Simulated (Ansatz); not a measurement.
BrClH₂O₂Zr (`[OH][Zr]([OH])([Cl])[Br]`). Total charge 0; spin multiplicity 1. Zr: def2 effective core potential.

Cartesian coordinates in Å:
```
O -0.757 0.538 -1.418
Zr -0.250 -0.021 0.317
O 1.609 -0.366 0.391
Cl -0.769 1.691 1.850
Br -1.499 -2.129 0.896
H -0.880 0.798 -2.327
H 2.546 -0.511 0.292
```

List the harmonic frequencies (cm⁻¹, unscaled) at PBE0-D4/def2-TZVP in Ansatz. (An estimate is asked.)

The calculation gave: 82, 113, 136, 136, 154, 172, 243, 266, 287, 308, 401, 740, 748, 3991, 3994.

Is this a minimum?

Yes, all 15 modes are real.

Give the ideal-gas thermochemistry at 298.15 K and 1 bar (rigid rotor, harmonic oscillator; point group Cs, symmetry number 1).

Zero-point energy 70.4 kJ/mol; H(298) − E = 97.0 kJ/mol; entropy 409.0 J/(mol·K), of which translation 177.2, rotation 124.8, vibration 106.9; G(298) − E = -24.9 kJ/mol. Modes under 100 cm⁻¹ are hindered rotations or soft bends, so the harmonic entropy is rough.

Rotational constants (cm⁻¹)?

0.06468, 0.03022, 0.02621.
